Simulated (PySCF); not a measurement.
**State search for PdSe**

Unrestricted PBE0; basis Pd x2c-TZVPPall, Se x2c-TZVPPall; spin-free X2C with a Gaussian nucleus; PySCF 2.14. Outer shells of the fragments: Pd 4d10; Se 3d10 4s2 4p4.

Followed along the bond (rough minima from three points):

```tsv
2Ms+1	unpaired	⟨S²⟩ at the start	R at minimum (Å)	Te (eV)
3	π ↑↑	2.01	2.23	0.00
1	π ↑↓	1.01	2.23	0.26
3	σ ↑, π ↑	2.00	2.30	0.31
1	σ ↓, π ↑	1.01	2.31	0.41
1	none	0.00	2.22	1.02
3	π ↑, δ ↑	2.00	2.38	1.11
```

Solutions found at the starting distance of 2.300 Å, counted from the lowest of them; the search is not exhaustive and high or unbound solutions are not listed, so other states can lie among these:

| 2Ms+1 | unpaired | term | E (eV) | ⟨S²⟩ | ⟨Lz²⟩ | μ (D) |
| --- | --- | --- | --- | --- | --- | --- |
| 3 | π ↑↑ | ³Σ⁻ | 0.00 | 2.01 | 0.00 | -2.29 |
| 1 | π ↑↓ | mixed | 0.26 | 1.01 | 2.02 | -2.40 |
| 3 | σ ↑, π ↑ | ³Π | 0.28 | 2.00 | 1.03 | -3.41 |
| 1 | σ ↓, π ↑ | mixed | 0.38 | 1.01 | 1.03 | -3.45 |
| 1 | none | mixed | 1.03 | 0.00 | 2.01 | -2.63 |
| 3 | π ↑, δ ↑ | mixed | 1.12 | 2.00 | 5.00 | -3.92 |
| 3 | π ↑, δ ↑ | mixed | 1.13 | 2.00 | 5.02 | -3.92 |
| 1 | π ↑, δ ↓ | mixed | 1.15 | 1.01 | 4.99 | -3.87 |
| 3 | π ↑↑ | mixed | 1.69 | 2.01 | 2.02 | -3.96 |
| 5 | σ ↑↑, π ↑↑ | ⁵Σ⁻ | 2.18 | 6.01 | 0.00 | 2.48 |

A term symbol is given only where ⟨S²⟩ and ⟨Lz²⟩ are close to those of a pure state; real π, δ and φ orbitals otherwise mix terms. A positive dipole means Pd(−)Se(+).

Spin–orbit coupling is left out. With d or f electrons several states lie close, and the lowest PBE0 determinant need not be the measured ground state.
